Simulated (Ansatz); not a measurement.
`N[SiH2]C=S` at its PBE0-D4/def2-TZVP geometry, where that method's forces vanish. Total charge 0; spin multiplicity 1.

```xyz
9

N     0.9275   -0.3161    1.1119
Si   -0.2736   -0.6688   -0.0382
C    -0.6951    0.9533   -0.8973
S     0.1005    2.3323   -0.6435
H     1.3676    0.5911    1.0626
H     1.4966   -1.0095    1.5635
H     0.1249   -1.6322   -1.1078
H    -1.5270   -1.2041    0.5633
H    -1.5215    0.9541   -1.6144
```

Question: What forces (eV/Å) does B3LYP-D4/def2-TZVPP give on these atoms in Ansatz? (Estimate.)

Answer: The calculation gave: 
```
N1   0.068  0.013  0.041
Si2 -0.159 -0.171 -0.103
C3  -0.174 -0.167 -0.097
S4   0.113  0.266  0.015
H5   0.026 -0.023  0.037
H6   0.015  0.013  0.021
H7  -0.021  0.051  0.071
H8   0.081  0.027 -0.032
H9   0.052 -0.009  0.049
```

B3LYP here is the variant with VWN-RPA as its local correlation; programs differ in this.
